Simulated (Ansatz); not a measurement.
Basis-set extrapolation for C2H8BFSi, SMILES `B[SiH](C)CF` (PBE0-D4/def2-TZVP geometry, frozen core, Ansatz 0.2.0). Multiplicity 1, RHF reference.

|  | def2-TZVPP | def2-QZVPP |
| --- | --- | --- |
| HF | -493.507839 | -493.526082 |
| MP2 correlation | -0.820089 | -0.882235 |
| CCSD(T) correlation | -0.908766 | not run |

Energies in hartree. Use E(X) = E(∞) + A·exp(−7.88·√X) for Hartree–Fock and E(X) = E(∞) + B·X^(−2.97) for correlation, with X = 3 and 4, and add CCSD(T) minus MP2 of the smaller set to the MP2 limit.

What is the CCSD(T) energy at the basis-set limit?

HF limit: -493.526082 + (-0.018243) × 0.13774 = -493.52859. MP2 limit: -0.882235 + (-0.062146) × 0.74074 = -0.92827. Higher-order term: -0.908766 − (-0.820089) = -0.08868. Total: -494.54554 hartree, 338.5 kJ/mol below CCSD(T)/def2-TZVPP.
